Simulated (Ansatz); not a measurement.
Start from `C[SiH](C)[SiH2]F` and change one atom or group to get `C[SiH](C)[SnH3]`.

Ansatz, PBE0-D4/def2-TZVP geometries, multiplicity 1. Each molecule was computed in one conformer, which needn't be the lowest.

Elements past krypton have def2 core potentials.

| property | `C[SiH](C)[SiH2]F` |
| --- | --- |
| size of the dipole moment (ωB97M-V/def2-TZVPP) / D | 1.63 |
| size of the dipole moment (PBE/def2-TZVPP) / D | 1.61 |
| HOMO–LUMO gap (PBE/def2-TZVPP) / eV | 5.31 |
| HOMO–LUMO gap (ωB97M-V/def2-TZVPP) / eV | 11.12 |
| HOMO–LUMO gap (B3LYP/def2-TZVPP) / eV | 6.98 |
| HOMO–LUMO gap (PBE0/def2-TZVPP) / eV | 7.35 |

Give the same properties after the change, and the shifts. (An estimate is asked.)

Computed: 
```csv
property,`C[SiH](C)[SnH3]`,shift
size of the dipole moment (ωB97M-V/def2-TZVPP) / D,1.65,0.02
size of the dipole moment (PBE/def2-TZVPP) / D,1.68,0.07
HOMO–LUMO gap (PBE/def2-TZVPP) / eV,5.85,0.54
HOMO–LUMO gap (ωB97M-V/def2-TZVPP) / eV,11.09,-0.03
HOMO–LUMO gap (B3LYP/def2-TZVPP) / eV,7.25,0.27
HOMO–LUMO gap (PBE0/def2-TZVPP) / eV,7.64,0.29
```

With PBE0 the HOMO rises by 0.35 eV and the LUMO rises by 0.64 eV, so the gap widens by about 0.29 eV. PBE moves the HOMO by 0.21 eV and ωB97M-V by 0.41 eV. Dipoles are sizes alone; their direction can turn.

B3LYP here is the variant with VWN-RPA as its local correlation; programs differ in this.
